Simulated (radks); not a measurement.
Values are calculated unless marked as measured or tabulated.
Question: These are the eigenvalues of the occupied orbitals of an atom or ion with whole-number occupations (hartree). Code: a radial shooting solver on a logarithmic mesh with Libxc functionals. Model: non-relativistic Kohn-Sham, exchange-only r2SCAN, spin-polarised, spherical densities, point nucleus; meta-GGA in the generalised Kohn-Sham scheme.

| orbital | eigenvalue |
|---|---|
| 1s up | -145.4017 |
| 1s down | -145.4014 |
| 2s up | -15.71390 |
| 2s down | -15.71356 |
| 2p up | -12.81689 |
| 2p down | -12.81655 |
| 3s up | -2.14816 |
| 3s down | -2.14692 |
| 3p up | -1.41871 |
| 3p down | -1.41663 |
| 5s up | -0.15947 |

Which element is it, and in what charge state? The configuration may be excited. Open shells, if any, are filled with parallel spins first.

Answer: Z = 20, calcium, charge +1: Ca+ in [Ar] 5s1. The list shows which subshells hold electrons but not how many an open one holds; the 1s level, -145.4 hartree, gives Z - s = 17.1 by -(Z - s)^2/2, which with screening narrows Z to a few neighbours, and the depths of the outer levels then fix element, charge and occupations together.
